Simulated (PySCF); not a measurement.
H5NOSi, SMILES N[SiH2]O.

Coordinates come from a r2SCAN-D4/def2-TZVP optimisation. A frequency run showed that this geometry is not a minimum. One conformer was computed; it need not be the lowest.

The numbers are results of PySCF 2.14.0 with TDDFT-PBE0/def2-SVPD, not measurements.

Vertical excitations. Isolated molecule, no solvent.

Computed lowest excited states:
```json
[
 {"state": "S1", "energy (eV)": "6.91", "λ (nm)": "179", "f": "0.045", "main pairs": "HOMO→LUMO 50 %, HOMO→LUMO+1 49 %"},
 {"state": "S2", "energy (eV)": "7.44", "λ (nm)": "167", "f": "0.001", "main pairs": "HOMO−1→LUMO 83 %, HOMO−1→LUMO+1 13 %"},
 {"state": "S3", "energy (eV)": "7.48", "λ (nm)": "166", "f": "0.068", "main pairs": "HOMO→LUMO+1 49 %, HOMO→LUMO 48 %"},
 {"state": "S4", "energy (eV)": "7.76", "λ (nm)": "160", "f": "0.017", "main pairs": "HOMO−1→LUMO+1 85 %, HOMO−1→LUMO 13 %"},
 {"state": "S5", "energy (eV)": "8.31", "λ (nm)": "149", "f": "0.004", "main pairs": "HOMO→LUMO+2 97 %"},
 {"state": "S6", "energy (eV)": "8.52", "λ (nm)": "146", "f": "0.013", "main pairs": "HOMO→LUMO+3 93 %"},
 {"state": "S7", "energy (eV)": "8.58", "λ (nm)": "144", "f": "0.002", "main pairs": "HOMO→LUMO+4 93 %"},
 {"state": "S8", "energy (eV)": "8.69", "λ (nm)": "143", "f": "0.024", "main pairs": "HOMO−1→LUMO+2 95 %"},
 {"state": "S9", "energy (eV)": "8.76", "λ (nm)": "142", "f": "0.041", "main pairs": "HOMO−2→LUMO 77 %, HOMO−2→LUMO+1 19 %"},
 {"state": "S10", "energy (eV)": "9.07", "λ (nm)": "137", "f": "0.001", "main pairs": "HOMO→LUMO+6 97 %"},
 {"state": "T1", "energy (eV)": "6.52", "λ (nm)": "190", "f": "0", "main pairs": "HOMO→LUMO+1 50 %, HOMO→LUMO 46 %"},
 {"state": "T2", "energy (eV)": "7.03", "λ (nm)": "176", "f": "0", "main pairs": "HOMO→LUMO 46 %, HOMO→LUMO+1 43 %"},
 {"state": "T3", "energy (eV)": "7.12", "λ (nm)": "174", "f": "0", "main pairs": "HOMO−1→LUMO 67 %, HOMO−1→LUMO+1 26 %"},
 {"state": "T4", "energy (eV)": "7.41", "λ (nm)": "167", "f": "0", "main pairs": "HOMO−1→LUMO+1 64 %, HOMO−1→LUMO 24 %"}
]
```
Triplets are in the Tamm–Dancoff approximation, which puts them higher than full response would, so one can lie above its singlet here.
